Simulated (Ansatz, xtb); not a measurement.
Isomers of HInN2 in order of energy

4 gas-phase structures of HInN2, found in a search over its isomers (lower ones may exist). Each was relaxed with GFN2-xTB:

A. a singlet given by its coordinates
B. `N=[N][In]`, a triplet
C. `N=[N][In]`, a singlet
D. a singlet given by its coordinates

A (Å):

| atom | x (Å) | y (Å) | z (Å) |
| --- | --- | --- | --- |
| In | -1.4206 | 0.2791 | -2.1692 |
| N | -3.4587 | 1.7536 | -1.4352 |
| N | -4.1141 | 2.2903 | -2.1542 |
| H | 0.1705 | -0.9204 | -2.6338 |

Close contacts (Å): In1–N2 2.62, N2–N3 1.11, In1–H4 2.05.

D (Å):

```yaml
atoms:
  - { symbol: In, position_ang: [-0.2630, 0.2444, -2.0867] }
  - { symbol: N, position_ang: [0.7373, -0.6376, -0.2306] }
  - { symbol: N, position_ang: [-0.4708, -0.9067, -0.1486] }
  - { symbol: H, position_ang: [1.2935, -1.0013, 0.5842] }
```

Close contacts (Å): In1–N2 2.29, In1–N3 2.26, N2–N3 1.24, N2–H4 1.05.

Q: Which do you expect lowest at r2SCAN-D4/def2-SVP//GFN2-xTB, and how would the others follow?

A: Calculated order at r2SCAN-D4/def2-SVP//GFN2-xTB: A (0.0), D (6.7), C (13.6), B (18.7) kcal/mol.

Energies above the lowest of each column, in kcal/mol (a dash: not run or not comparable):

```csv
structure,GFN2-xTB,HF/STO-3G,r2SCAN-D4/def2-SVP//GFN2-xTB
A,0.0,26.3,0.0
D,3.7,0.0,6.7
C,8.8,15.8,13.6
B,–,14.3,18.7
```

r2SCAN-D4/def2-SVP//GFN2-xTB puts A lowest; HF/STO-3G picks D. Some further structures that were screened fall inside this span and aren't listed. Frequencies (r2SCAN-D4/def2-SVP) were run for D alone. GFN2-xTB has no spin polarisation and isn't compared across spin states. Open shells are spin-unrestricted. Atoms past krypton carry core potentials in the def2 sets, without spin–orbit terms.

Programs: Ansatz 0.2.0, xtb 6.7.1.
